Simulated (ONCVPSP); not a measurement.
# Transferability test, ONCV potential for beryllium (Be)

* Element: beryllium (Be)
* Generator: ONCVPSP 4.0.1
* Type: optimised norm-conserving Vanderbilt (ONCV)
* Functional: PBE
* Relativity: scalar-relativistic
* Frozen core: none
* Valence charge: 4
* Reference configuration: 1s2 2s1.75 2p0.25
* Partial waves: 1s+2s: rc 0.65 bohr, ncon 4, nbas 7, qcut 18.9 1/bohr, 2 projectors; 2p: rc 3.96 bohr, ncon 3, nbas 6, qcut 3.2 1/bohr, 3 projectors, debl 3.9 Ha; d scattering state at 0.25 Ha: rc 3.95 bohr, ncon 4, nbas 8, qcut 2.6 1/bohr, 2 projectors, debl 2.1 Ha
* Local potential: polynomial inside 0.45 bohr (lpopt 5, dvloc0 3 Ha)
* Core correction: none

Energies are relative to the spin-unpolarised reference configuration 1s2 2s1.75 2p0.25; without spin polarisation the order of configurations can differ from experiment.

Question: Give the all-electron excitation energy and the error of the potential for: 1s2 2s2 2p0; 1s2 2s1 2p0; 1s2 2s0 2p0; 1s2 2s1.5 2p0.

Answer:

```json
{"valence configuration": "1s2 2s2 2p0", "charge": "0", "ΔE all-electron (eV)": "-0.899", "error AE − PS (meV)": "-1.8"}
{"valence configuration": "1s2 2s1 2p0", "charge": "+1", "ΔE all-electron (eV)": "8.651", "error AE − PS (meV)": "+24"}
{"valence configuration": "1s2 2s0 2p0", "charge": "+2", "ΔE all-electron (eV)": "26.599", "error AE − PS (meV)": "+65"}
{"valence configuration": "1s2 2s1.5 2p0", "charge": "+0.5", "ΔE all-electron (eV)": "2.862", "error AE − PS (meV)": "+9.2"}
```

Levels in the configuration 1s2 2s1 2p0:

| level | all-electron (eV) | pseudo (eV) |
| --- | --- | --- |
| 1s | -117.788 | -117.628 |
| 2s | -13.700 | -13.666 |
